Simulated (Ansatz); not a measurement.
One change: `[SiH3][AsH2]` becomes `C[SiH2][AsH2]`.

Ansatz, PBE0-D4/def2-TZVP geometries, multiplicity 1. 

Scalar relativity is left out up to krypton.

```csv
property,`[SiH3][AsH2]`
size of the dipole moment (PBE/def2-TZVPP) / D,0.32
LUMO energy (PBE/def2-TZVPP) / eV,-0.63
zero-point energy (PBE0-D4/def2-TZVP) / kJ/mol,105.7
size of the dipole moment (B3LYP/def2-TZVPP) / D,0.30
HOMO–LUMO gap (PBE/def2-TZVPP) / eV,5.86
HOMO energy (B3LYP/def2-TZVPP) / eV,-7.34
```

What does the change do to each property? (Best estimate.)

Computed: 
```json
{"property": "size of the dipole moment (PBE/def2-TZVPP) / D", "`C[SiH2][AsH2]`": "0.93", "shift": "0.61"}
{"property": "LUMO energy (PBE/def2-TZVPP) / eV", "`C[SiH2][AsH2]`": "-0.54", "shift": "0.09"}
{"property": "zero-point energy (PBE0-D4/def2-TZVP) / kJ/mol", "`C[SiH2][AsH2]`": "182.4", "shift": "76.7"}
{"property": "size of the dipole moment (B3LYP/def2-TZVPP) / D", "`C[SiH2][AsH2]`": "0.92", "shift": "0.62"}
{"property": "HOMO–LUMO gap (PBE/def2-TZVPP) / eV", "`C[SiH2][AsH2]`": "5.70", "shift": "-0.16"}
{"property": "HOMO energy (B3LYP/def2-TZVPP) / eV", "`C[SiH2][AsH2]`": "-7.09", "shift": "0.25"}
```

With PBE0 the HOMO rises by 0.26 eV and the LUMO rises by 0.09 eV, so the gap narrows by about 0.17 eV. PBE moves the HOMO by 0.26 eV and ωB97M-V by 0.26 eV. The zero-point energy changes by 76.7 kJ/mol with +9 modes. Dipoles are sizes alone; their direction can turn.

B3LYP here is the variant with VWN-RPA as its local correlation; programs differ in this.
